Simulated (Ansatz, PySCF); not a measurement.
Dimer: NH3 (SMILES N) (first 4 atoms) with CHN (SMILES C#N); geometry from B3LYP-D3(BJ)/def2-TZVP, rigid monomers moved along the line of their centres of mass till N1···H7 is 3.73 Å.
(charge 0, multiplicity 1):
```csv
atom,x (Å),y (Å),z (Å)
N,-0.3143,0.0262,0.0127
H,-1.1880,0.4366,-0.2992
H,0.4363,0.5891,-0.3731
H,-0.2471,-0.8937,-0.4094
C,-0.0733,-0.1926,4.8179
N,-0.0172,-0.2435,5.9631
H,-0.1267,-0.1443,3.7340
```

Interaction energies are E(AB) − E(A) − E(B) at the monomers' geometry in the complex; basis-set methods are counterpoise corrected.

Frozen-core correlation. CBS(a, b) extrapolates the correlation energy as X⁻³ and adds the Hartree–Fock energy of set b.

The values were computed with Ansatz (a quantum-chemistry and plane-wave program); PySCF for the dispersion terms. Values without a source in brackets are computed.

PBE/def2-TZVPPD gives -87.8 meV for the interaction energy.

**Question.** Predict the shift from PBE, with its sign, for: PBE-D3(BJ)/def2-TZVPPD, r2SCAN/def2-TZVPPD, B3LYP/def2-TZVPPD, wB97M-V/def2-TZVPPD, MP2/CBS(aug-cc-pVDZ, aug-cc-pVTZ), CCSD(T)/CBS(aug-cc-pVDZ, aug-cc-pVTZ).

**Answer.** PBE-D3(BJ)/def2-TZVPPD -4.8; r2SCAN/def2-TZVPPD 2.5; B3LYP/def2-TZVPPD 4.2; wB97M-V/def2-TZVPPD -4.7; MP2/CBS(aug-cc-pVDZ, aug-cc-pVTZ) -2.8; CCSD(T)/CBS(aug-cc-pVDZ, aug-cc-pVTZ) -2.2 meV. 2 of 6 lie above PBE; the widest gap is to PBE-D3(BJ)/def2-TZVPPD.
